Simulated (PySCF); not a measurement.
**Electron correlation in Sb²⁺ (antimony, charge +2)**

[Kr] 4d10 5s2 5p1, 2P determinant. Calculation: PySCF 2.14, in cc-pVTZ-PP with ECP28MDF; scalar relativity through the core potential. Frozen: 4s2 4p6 4d10; 3 electrons correlated.

MP2 pair energies summed by pair of shells (mhartree):

```csv
pair,energy,share (%)
5s-5s,-18.88,55.7
5s-5p,-15.03,44.3
```

Total MP2 correlation energy: -33.91 mhartree.

Same-spin part -2.24 and opposite-spin part -31.67 mhartree; SCS-MP2 scales them by 1/3 and 6/5 to -38.75 mhartree.

```tsv
level	correlation energy (mhartree)
CCSD	-45.91
(T)	-0.60
CCSD(T)	-46.51
```

Diagnostics: T1 = 0.0086, D1 = 0.0198, largest double amplitude 0.095.

Task: Is a single reference adequate?

Result: Mostly. T1 lies below 0.03, but a double amplitude of this size points to a near-degeneracy that CCSD handles and MP2 describes poorly.
